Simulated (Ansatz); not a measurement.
`[CH3][GeH2][CH2]Br` + `C[SeH]` → `[CH3][GeH2][Se]C` + `CBr`  (ligand exchange at a Ge–C bond)

Program: Ansatz. Geometries: PBE0-D4/def2-TZVP. ΔE: electronic, gas phase. CCSD(T)/CBS adds triple-zeta CCSD(T) − MP2 to the extrapolated MP2 energy (def2 sets, frozen cores). Functionals use def2-TZVPP. B3LYP here is the variant with VWN-RPA as its local correlation; programs differ in this. For Br, Ge, Se outer-core shells are correlated without core-valence functions, which leaves a few kJ/mol of doubt a bond. Scalar relativity is left out up to krypton. One conformer a species, not always the lowest.

```tsv
level	ΔE (kcal/mol)	difference from CCSD(T)/CBS
PBE0-D4	-19.1	-1.4
B3LYP-D4	-19.0	-1.3
ωB97X-V	-17.8	-0.1
B2PLYP	-18.4	-0.7
r2SCAN	-18.8	-1.1
PBE0	-18.9	-1.2
MP2/def2-TZVPP	-17.9	-0.2
SCS-MP2/def2-TZVPP	-17.7	0.0
CCSD/def2-TZVPP	-17.2	0.5
CCSD/CBS(def2)	-17.8	-0.1
CCSD(T)/CBS	-17.7	0
```

Largest T1 diagnostic among the species: 0.010.

In def2-TZVPP, CCSD(T) changes the Hartree–Fock value by +2.5 kcal/mol (the triples alone add +0.1 kcal/mol) and MP2 by +1.8 kcal/mol.
